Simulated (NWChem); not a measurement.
The numbers come from NWChem runs, not from measurements. System: cyclopentanone (C5H8O), charge 0, spin multiplicity 1, at a geometry optimised with PBE0/def2-SVP. Level: RHF/def2-SVP.

The NWChem input:

```
start mol
memory heap 200 mb stack 900 mb global 1100 mb
geometry units angstroms nocenter noautoz
  O      0.000000     0.000000    -2.124650
  C      0.000000     0.000000    -0.922597
  C      1.234114     0.031680    -0.028593
  C      0.716005    -0.278003     1.373023
  C     -0.716005     0.278003     1.373023
  C     -1.234114    -0.031680    -0.028593
  H      2.012272    -0.642282    -0.414942
  H      1.644242     1.055978    -0.089668
  H      1.338079     0.147549     2.173654
  H      0.690933    -1.369593     1.530761
  H     -0.690933     1.369593     1.530761
  H     -1.338079    -0.147549     2.173654
  H     -1.644242    -1.055978    -0.089668
  H     -2.012272     0.642282    -0.414942
  symmetry group C2
end
basis spherical
  * library def2-svp
end
scf
  rhf
  nopen 0
  maxiter 100
  thresh 1e-7
  semidirect memsize 60000000 filesize 0
end
task scf energy
```

Output (cleaned and shortened):

```
             Northwest Computational Chemistry Package (NWChem) 7.3.0
             --------------------------------------------------------

                                NWChem Input Module
                                -------------------

 Scaling coordinates for geometry "geometry" by  1.889725989
 (inverse scale =  0.529177249)

 Turning off AUTOSYM since
 SYMMETRY directive was detected!

                             Geometry "geometry" -> ""
                             -------------------------

 Output coordinates in angstroms (scale by  1.889725989 to convert to a.u.)

  No.       Tag          Charge          X              Y              Z
 ---- ---------------- ---------- -------------- -------------- --------------
    1 O                    8.0000     0.00000000     0.00000000    -2.12465000
    2 C                    6.0000     0.00000000     0.00000000    -0.92259700
    3 C                    6.0000     1.23411400     0.03168000    -0.02859300
    4 C                    6.0000     0.71600500    -0.27800300     1.37302300
    5 C                    6.0000    -0.71600500     0.27800300     1.37302300
    6 C                    6.0000    -1.23411400    -0.03168000    -0.02859300
    7 H                    1.0000     2.01227200    -0.64228200    -0.41494200
    8 H                    1.0000     1.64424200     1.05597800    -0.08966800
    9 H                    1.0000     1.33807900     0.14754900     2.17365400
   10 H                    1.0000     0.69093300    -1.36959300     1.53076100
   11 H                    1.0000    -0.69093300     1.36959300     1.53076100
   12 H                    1.0000    -1.33807900    -0.14754900     2.17365400
   13 H                    1.0000    -1.64424200    -1.05597800    -0.08966800
   14 H                    1.0000    -2.01227200     0.64228200    -0.41494200

 Effective nuclear repulsion energy (a.u.)     235.7887304527

            Nuclear Dipole moment (a.u.)
            ----------------------------
        X                 Y               Z
 ---------------- ---------------- ----------------
     0.0000000000     0.0000000000    -0.0000226767
[...]
   Bfn.  Coefficient  Atom+Function         Bfn.  Coefficient  Atom+Function
  ----- ------------  ---------------      ----- ------------  ---------------
    91      0.629337   8 H  s               116     -0.629337  13 H  s
    45      0.499579   4 C  s                59     -0.499579   5 C  s
    22     -0.463139   2 C  py               86     -0.438757   7 H  s
   121      0.438757  14 H  s                31     -0.411983   3 C  s
    73      0.411983   6 C  s                19     -0.381848   2 C  py

 Vector   25  Occ=0.000000D+00  E= 1.606575D-01  Symmetry=a
              MO Center=  5.1D-16,  3.7D-16,  1.0D+00, r^2= 7.8D+00
   Bfn.  Coefficient  Atom+Function         Bfn.  Coefficient  Atom+Function
  ----- ------------  ---------------      ----- ------------  ---------------
    45      1.218091   4 C  s                59      1.218091   5 C  s
    31      1.042409   3 C  s                73      1.042409   6 C  s
   101     -0.793804  10 H  s               106     -0.793804  11 H  s
    96     -0.767836   9 H  s               111     -0.767836  12 H  s
    91     -0.722982   8 H  s               116     -0.722982  13 H  s

 Vector   26  Occ=0.000000D+00  E= 2.105684D-01  Symmetry=b
              MO Center=  2.6D-16,  2.1D-15,  9.0D-01, r^2= 6.8D+00
   Bfn.  Coefficient  Atom+Function         Bfn.  Coefficient  Atom+Function
  ----- ------------  ---------------      ----- ------------  ---------------
   101     -1.404045  10 H  s               106      1.404045  11 H  s
    45      1.291437   4 C  s                59     -1.291437   5 C  s
    50     -0.515181   4 C  py               64     -0.515181   5 C  py
    91      0.469400   8 H  s               116     -0.469400  13 H  s
    31     -0.431740   3 C  s                73      0.431740   6 C  s

 center of mass
 --------------
 x =  -0.00000000 y =   0.00000000 z =  -0.14250347

 moments of inertia (a.u.)
 ------------------
         537.789570858280          15.904606295364           0.000000000000
          15.904606295364         745.826649976059          -0.000000000000
           0.000000000000          -0.000000000000         270.765607017630

  Mulliken analysis of the total density
  --------------------------------------

    Atom       Charge   Shell Charges
 -----------   ------   -------------------------------------------------------
    1 O    8     8.36   1.99  1.08  0.71  2.80  1.76  0.02
    2 C    6     5.83   1.99  0.93  0.25  1.89  0.65  0.12
    3 C    6     6.07   1.99  0.87  0.22  2.07  0.87  0.04
    4 C    6     6.08   1.99  0.86  0.26  2.05  0.87  0.05
    5 C    6     6.08   1.99  0.86  0.26  2.05  0.87  0.05
    6 C    6     6.07   1.99  0.87  0.22  2.07  0.87  0.04
    7 H    1     0.93   0.74  0.16  0.02
    8 H    1     0.93   0.74  0.16  0.02
    9 H    1     0.95   0.76  0.17  0.02
   10 H    1     0.95   0.76  0.17  0.02
   11 H    1     0.95   0.76  0.17  0.02
   12 H    1     0.95   0.76  0.17  0.02
   13 H    1     0.93   0.74  0.16  0.02
   14 H    1     0.93   0.74  0.16  0.02

       Multipole analysis of the density wrt the origin
       ------------------------------------------------

     L   x y z        total         open         nuclear
     -   - - -        -----         ----         -------
     0   0 0 0     -0.000000      0.000000     46.000000

     1   1 0 0     -0.000000      0.000000      0.000000
     1   0 1 0     -0.000000      0.000000      0.000000
     1   0 0 1      1.326363      0.000000     -0.000023

     2   2 0 0    -26.395558      0.000000    151.661797
     2   1 1 0      0.166329      0.000000     -9.033052
     2   1 0 1     -0.000000      0.000000     -0.000000
     2   0 2 0    -26.398710      0.000000     27.817928
     2   0 1 1      0.000000      0.000000     -0.000000
     2   0 0 2    -34.320370      0.000000    279.788480

 Task  times  cpu:        3.1s     wall:        3.1s

 Total times  cpu:        3.2s     wall:        3.2s
```
